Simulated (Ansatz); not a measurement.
A nudged elastic band was laid between two geometries of AlFH4SSi (8 atoms, charge 0, multiplicity 1).

The calculation used Ansatz 0.2.0, RKS B3LYP/def2-SVP.

| Quantity | Value |
| --- | --- |
| movable images | 7 |
| climbing image | yes |
| spring | 5.0 eV/Å² |
| optimiser | quadratic models (default) |
| start path | through a guess of the saddle point |
| force threshold | 0.03 eV/Å |
| iteration limit | 37 |
| end points | relaxed |

Initial state:

```xyz
8
Properties=species:S:1:pos:R:3
F 1.072 -1.672 -1.281
Al 0.011 -0.832 -0.297
Si 0.425 1.514 0.245
S -1.714 -1.961 0.441
H 0.521 2.333 -1.002
H -0.677 2.064 1.089
H 1.711 1.659 0.993
H -1.348 -3.104 -0.188
```

Final state:

```xyz
8
Properties=species:S:1:pos:R:3
F 1.109 -1.969 0.687
Al 0.016 -0.882 0.037
Si 0.424 1.521 0.198
S -1.741 -1.754 -0.938
H -0.701 2.292 -0.411
H 0.564 1.935 1.628
H 1.687 1.887 -0.515
H -1.357 -3.029 -0.686
```

(1) Which bonds break or form, and what moves?

(2) Give the energies along the band, and the barrier.

(3) What is the geometry of the highest image?

Answers

(1) No bond is made or broken. The dihedral S4–Al2–Si3–H5 goes from -123 to 2°. The two ends are copies of one structure, up to a mirror image or an exchange of like atoms.

(2) It converged. The highest image is number 4 of 0 to 8, 0.006 eV above the ends, which have the same energy within 2 meV. The top lies less than 8 meV above the higher end, about what the thresholds resolve: that end is a shoulder or a very shallow well. A vibrational analysis at the climbing image gives no mode beyond 40i cm⁻¹: the surface is too flat there to confirm a saddle point.

```json
{"image": "0", "path coordinate (Å)": "0.00", "energy (eV)": "0.000", "dihedral S4–Al2–Si3–H5 (°)": "-123"}
{"image": "1", "path coordinate (Å)": "0.46", "energy (eV)": "0.001", "dihedral S4–Al2–Si3–H5 (°)": "-107"}
{"image": "2", "path coordinate (Å)": "0.92", "energy (eV)": "0.003", "dihedral S4–Al2–Si3–H5 (°)": "-91"}
{"image": "3", "path coordinate (Å)": "1.39", "energy (eV)": "0.005", "dihedral S4–Al2–Si3–H5 (°)": "-75"}
{"image": "4", "path coordinate (Å)": "1.85", "energy (eV)": "0.006", "dihedral S4–Al2–Si3–H5 (°)": "-60"}
{"image": "5", "path coordinate (Å)": "2.31", "energy (eV)": "0.005", "dihedral S4–Al2–Si3–H5 (°)": "-44"}
{"image": "6", "path coordinate (Å)": "2.77", "energy (eV)": "0.003", "dihedral S4–Al2–Si3–H5 (°)": "-29"}
{"image": "7", "path coordinate (Å)": "3.23", "energy (eV)": "0.001", "dihedral S4–Al2–Si3–H5 (°)": "-13"}
{"image": "8", "path coordinate (Å)": "3.70", "energy (eV)": "0.000", "dihedral S4–Al2–Si3–H5 (°)": "2"}
```

(3) 
```xyz
8
Properties=species:S:1:pos:R:3
F 1.361 -1.920 -0.322
Al 0.069 -0.873 -0.137
Si 0.430 1.516 0.228
S -1.920 -1.786 -0.244
H -0.214 2.310 -0.863
H -0.182 1.942 1.524
H 1.886 1.845 0.259
H -1.430 -3.034 -0.446
```

The run took 5.5 min on 1 thread of Arm Neoverse N1, on a shared host, peak memory 0.18 GiB.
